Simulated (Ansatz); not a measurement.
Barrier from R1 to the saddle point P1, each structure at its B3LYP-D3(BJ)/def2-TZVP stationary point, reached from a drawn start; harmonic modes at that level show the others as minima.
R1, H3Sb (SMILES [SbH3]) (charge 0, multiplicity 1):
| atom | x (Å) | y (Å) | z (Å) |
|---|---|---|---|
| Sb | 0.0000 | 0.0000 | 0.7238 |
| H | 1.4163 | 0.0000 | -0.2412 |
| H | -0.7082 | 1.2266 | -0.2412 |
| H | -0.7082 | -1.2266 | -0.2412 |
P1, H3Sb, a first-order saddle point (one imaginary mode, 1200i cm⁻¹) (charge 0, multiplicity 1, Z-matrix in Å and degrees):
```
Sb
H 1 1.6468
H 1 1.6468 2 120.00
H 1 1.6468 2 120.00 3 180.00
```

P less R. No zero-point or thermal terms; no spin–orbit coupling. No path was followed down from the saddle.

Cores are frozen in the correlated methods. In cc and def2 sets filled d and f shells under p-block atoms count as core. CBS(a, b) extrapolates the correlation energy as X⁻³ and adds the Hartree–Fock energy of set b.

The values were computed with Ansatz (a program for electronic structure). Each number belongs to the level named beside it. Elements past Kr take the def2 small-core potentials, without spin–orbit coupling.

Question: What is the computed barrier height (HF/def2-TZVPP)?

Answer: 46.8 kcal/mol

Question: Predict the barrier height from CCSD(T)/CBS(def2-TZVPP, def2-QZVPP).

Answer: 43.9 kcal/mol

Question: Estimate the barrier height that BLYP/def2-TZVPP returns for this input.

Answer: 47.7 kcal/mol
